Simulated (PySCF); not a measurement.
**Correlation energy of Ca³⁺ (calcium, charge +3)**

[Ne] 3s2 3p5, 2P determinant. All numbers are calculated (PySCF 2.14, no relativity, point nucleus, in pcseg-2). Frozen: [Ne] 3s2; 5 electrons correlated.

Total MP2 correlation energy: -86.98 mhartree.

Same-spin part -26.54 and opposite-spin part -60.44 mhartree; SCS-MP2 scales them by 1/3 and 6/5 to -81.38 mhartree.

| level | correlation energy (mhartree) |
| --- | --- |
| CCSD | -104.21 |
| (T) | -0.32 |
| CCSD(T) | -104.53 |

Diagnostics: T1 = 0.0018, D1 = 0.0029, largest double amplitude 0.035.

Problem. Is a single reference adequate?

Solution. Yes: T1 lies below 0.03 and no double amplitude reaches 0.07.
